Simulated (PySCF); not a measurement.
Fill in the blanks.

Species: C2H3BF2 (charge +1 and doublet state).
SMILES with atom numbers: `[CH2+:1][CH:2][B:3]([F:4])[F:5]` (hydrogens: H6, H7 on C1; H8 on C2)

Conformer (atom-mapped SMILES and torsion angles): `[CH2+:1][CH:2][B:3]([F:4])[F:5]`: C1–C2–B3–F4 122°.

| property | level | value |
| --- | --- | --- |
| point group | PBE0-D3(BJ)/def2-SVP | ? |
| rotational constants A, B, C | PBE0-D3(BJ)/def2-SVP | ? |
| isotropic g value | unrestricted B3LYP/IGLO-III on B C F, pcH-1 on H, mean-field spin–orbit | 2.00273 |
| spin squared ⟨S²⟩ | unrestricted B3LYP/IGLO-III on B C F, pcH-1 on H | ? |
| largest isotropic hyperfine couplings (means over sets of like nuclei) | unrestricted B3LYP/IGLO-III on B C F, pcH-1 on H | 1H +70.9 (H8), 1H +52.2 (H7), 1H +44.4 (H6), 13C +23.2 (C2), 19F +19.5 (F4/F5) MHz |

Gas-phase values; electronic properties from PySCF, density fitting. Isolated species at its PBE0-D3(BJ)/def2-SVP geometry (one conformer only). The unpaired spin is shared among atoms: the largest Mulliken spin population is 0.51. Couplings of like nuclei are plain means over topologically equivalent atoms, as if these changed places fast (by rotation of a methyl-like group, say); in this geometry the members of some sets differ.

(1) What is the point group?

(2) What is the spin squared ⟨S²⟩?

(3) Give the rotational constants A, B, C.

Answers

(1) C1.

(2) 0.756.

(3) 8.646, 3.766, 2.811 GHz.

At 9.50 GHz, hν = g·μB·B₀ (B₀ the magnetic field) puts the centre of the isotropic spectrum, to first order, at 338.9 mT. g_iso is shifted by about +410 ppm from the free-electron value 2.002319. The rotational constants make it an asymmetric top with κ = (2B − A − C)/(A − C) = -0.67, nearer the prolate limit (−1). ⟨S²⟩ is 0.006 above the pure-spin value S(S + 1) = 0.75.

For the geometry optimisation (PBE0-D3(BJ)/def2-SVP), on x86-64 server, one thread (shared host), this took 77 s wall.
